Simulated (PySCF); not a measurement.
CH8N2OSi2.
Geometry (PBE0-D3(BJ)/def2-SVP, Å), atoms numbered from 1 in this order:
```xyz
14
CH8N2OSi2 angstrom
N      3.0133    0.1411   -0.0210
C      1.7009    0.1131   -0.3433
O      1.3018    0.2073   -1.4939
Si     0.3609   -0.0826    1.0418
N     -1.0709   -0.0208    0.0883
Si    -2.7645   -0.0972    0.4622
H      3.6984    0.2562   -0.7607
H      3.3330    0.0803    0.9352
H      0.5004    1.0176    2.0501
H      0.5560   -1.3683    1.7849
H     -0.7982    0.1180   -0.8900
H     -3.0681   -1.2906    1.3130
H     -3.2481    1.1057    1.2131
H     -3.5207   -0.1947   -0.8208
```

Computed with PySCF at PBE0/pcSseg-1 and PBE0/def2-SVPD, non-relativistic, on one gas-phase PBE0-D3(BJ)/def2-SVP geometry that isn't relaxed in the solvent. The solvent is an IEF-PCM continuum (van der Waals radii × 1.2). The model holds no explicit solvent molecules, cavitation or dispersion.

Gas phase at PBE0/pcSseg-1: HOMO -7.33 eV, LUMO -0.13 eV, dipole 3.31 D.

Q: What does the continuum do to the energy, the frontier levels and the dipole at PBE0/pcSseg-1 in dichloromethane and acetone?

A: 
```
        solvent      ε  E(solvent) − E(gas) (kJ/mol)  polarisation term (kJ/mol)  distortion of the solute (kJ/mol)  HOMO (eV)  LUMO (eV)  dipole (D)
dichloromethane   8.93                        -27.39                      -31.53                               4.14      -7.33      -0.05        4.17
        acetone  20.49                        -30.52                      -35.69                               5.17      -7.34      -0.05        4.28
```

Polarisation term: ½ Σ q·V over the induced surface charges. Distortion: the rise of the solute's own energy as its density leaves the gas-phase optimum. From dichloromethane to acetone the lowering changes by a factor 1.11, Onsager's factor (ε − 1)/(2ε + 1) by 1.10 and ε itself by 2.3.

Q: Which radius a makes the point-dipole formula ΔE = −[(ε − 1)/(2ε + 1)]·μ²/a³ give the value in acetone, with the gas-phase dipole?

A: μ = 1.302 au and |ΔE| = 0.01162 Eh give a = 2.16 Å; the farthest nucleus lies 3.86 Å from the centroid of the nuclei, so such a sphere wouldn't even hold the nuclei. The formula assumes a rigid point dipole at the centre of a sphere.

Q: Give the dipole vector in the frame of the coordinates (D, pointing from negative to positive charge), gas and acetone.

A: Gas (2.75, 0.01, 1.84), solvent (3.47, -0.01, 2.51). Its length changes by +29 % and its direction by 2°.

Q: Which Mulliken charges (PBE0/pcSseg-1) respond most in acetone (means over atoms taken as equivalent)?

A: 
```csv
atoms,environment,gas (e),solvent (e),change
O3,carbonyl oxygen,-0.438,-0.494,-0.056
H8,N–H hydrogen,+0.209,+0.239,+0.030
H7,N–H hydrogen,+0.196,+0.214,+0.018
Si6,SiH3 silicon,+0.627,+0.642,+0.015
Si4,SiH2 silicon,+0.724,+0.739,+0.015
N1,nitrogen bound to a carbonyl carbon,-0.388,-0.375,+0.013
C2,carbonyl carbon,+0.175,+0.167,-0.008
N5,nitrogen bridging silicon atoms,-0.840,-0.846,-0.006
H12/H13/H14,Si–H hydrogen,-0.107,-0.112,-0.005
H9/H10,Si–H hydrogen,-0.099,-0.100,-0.001
H11,N–H hydrogen,+0.253,+0.252,-0.001
```

Q: Which Mayer bond orders change most in acetone?

A: 
```
   bond  length (Å)    gas  solvent  change
  N1–C2       1.352  1.200    1.262  +0.062
  C2–O3       1.221  1.816    1.765  -0.051
  N1–H8       1.010  0.933    0.921  -0.012
 Si4–N5       1.721  1.031    1.020  -0.011
  N1–H7       1.015  0.921    0.914  -0.007
 Si4–H9       1.499  0.899    0.906  +0.007
Si4–H10       1.498  0.903    0.909  +0.006
 N5–Si6       1.736  0.949    0.954  +0.005
```

Gas phase at PBE0/def2-SVPD: HOMO -7.41 eV, LUMO -0.41 eV, dipole 3.37 D.

Q: What does the continuum do to the energy, the frontier levels and the dipole at PBE0/def2-SVPD in acetone?

A: 
| solvent | ε | E(solvent) − E(gas) (kJ/mol) | polarisation term (kJ/mol) | distortion of the solute (kJ/mol) | HOMO (eV) | LUMO (eV) | dipole (D) |
| --- | --- | --- | --- | --- | --- | --- | --- |
| acetone | 20.49 | -30.91 | -36.97 | 6.06 | -7.40 | -0.33 | 4.48 |

The atom shares or the degeneracy of the HOMO differ from the gas phase in acetone, so that column needn't follow one orbital.

Q: How does the static polarisability (PBE0/def2-SVPD, frozen core, with the continuum's full static response) change?

A: 
| medium | isotropic (au) | principal values (au) | ⟨r²⟩ of the electrons (bohr²) |
| --- | --- | --- | --- |
| gas | 87.8 | 69.2, 85.8, 108.4 | 1271.6 |
| acetone | 115.1 | 95.5, 117.4, 132.5 | 1270.1 |

The isotropic value in acetone is 1.31 times the gas-phase one; no cavity-field correction is applied. ⟨r²⟩ is taken about the centre of nuclear charge.
